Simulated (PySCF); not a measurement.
Ge(SiH3)2 (GeH6Si2), SMILES [Ge]([SiH3])[SiH3] (connectivity only; charge and spin as stated), neutral, multiplicity 1. Heavy atoms are numbered as in [Ge:1]([SiH3:2])[SiH3:6]. Hydrogens are named by the atom that carries them.

Coordinates come from a B3LYP-D3(BJ)/def2-SVP optimisation. The structure was generated by enumeration; whether it is a known compound was not checked.

These are PBE/pcSseg-1 in PySCF values and carry that method's errors.

GIAO shieldings, no solvent; atoms alike by connectivity are averaged. δ = σ(ref) − σ: ⁷³Ge against GeH4 (σ = 1614.4 ppm); ²⁹Si against TMS (σ = 335.4 ppm); ¹H against TMS (σ = 31.49 ppm), references at their B3LYP-D3(BJ)/def2-TZVP geometries, non-relativistic.

| atoms | nucleus | count | δ (ppm) |
|---|---|---|---|
| Ge1 | ⁷³Ge | 1 | ? |
| Si2 (SiH3) | ²⁹Si | 2 | -58.8 |
| H on Si2 | ¹H | 6 | 5.16 |

Task: Some entries are withheld; supply them. (The exact figures need the calculation; the answer reports its results.)

Result: 
- Ge1, δ (ppm): 3256.8
